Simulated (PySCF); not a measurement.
3-silylpropylsilane (C3H12Si2), SMILES C(CC[SiH3])[SiH3]. Geometry: PBE-D3(BJ)/def2-SVP. The values are those of a single conformer.

Computed equilibrium geometry at PBE-D3(BJ)/def2-SVP (PySCF confirms it by a frequency run) as a Z-matrix, and its point group (one conformer of several):
point group C2.
```
C
H 1 1.1125
H 1 1.1125 2 105.57
C 1 1.5397 2 108.91 3 -116.88
H 4 1.1115 1 109.70 2 57.82
H 4 1.1131 5 105.45 1 -119.48
C 1 1.5397 2 108.96 3 116.85
H 7 1.1115 1 109.70 2 -56.87
H 7 1.1131 8 105.45 1 -119.48
Si 7 1.9022 8 106.68 9 -114.19
H 10 1.5055 7 109.71 8 48.79
H 10 1.5059 11 108.01 7 -122.62
H 10 1.5076 11 108.65 12 -116.98
Si 4 1.9022 5 106.68 6 -114.19
H 14 1.5055 4 109.71 5 48.79
H 14 1.5059 15 108.01 4 -122.62
H 14 1.5076 15 108.65 16 -116.98
```
Charge 0, spin multiplicity 1.
